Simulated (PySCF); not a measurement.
A run for PySCF: R-B3LYP/LANL2DZ on BH4P (SMILES BP), a point of a torsion scan.

```python
from pyscf import gto, scf, dft, mp
from pyscf.data.elements import chemcore

mol = gto.M(
    atom='''
    B    -0.86481743   -0.02876260   -0.10704419
    P     0.96483032    0.21999251   -0.12741855
    H    -1.55658391    0.82090715   -0.51507091
    H    -1.32565934   -0.89988368    0.52151422
    H     1.23504702    0.40857211   -1.46571989
    H     1.44976898   -1.07214099   -0.07931639
    ''',
    basis='lanl2dz',
    ecp={'P': 'lanl2dz'},
    charge=0, spin=0, verbose=3, max_memory=1800)
mf = dft.RKS(mol, xc='b3lyp')
mf.conv_tol = 1e-8
mf.max_cycle = 100
mf.kernel()
if not mf.converged:
    mf = mf.newton().run(mf.mo_coeff, mf.mo_occ)
```

It printed:

```
converged SCF energy = -33.7029562225339
```

Self-consistency was reached.

Cost: very roughly 2.3 core-seconds.
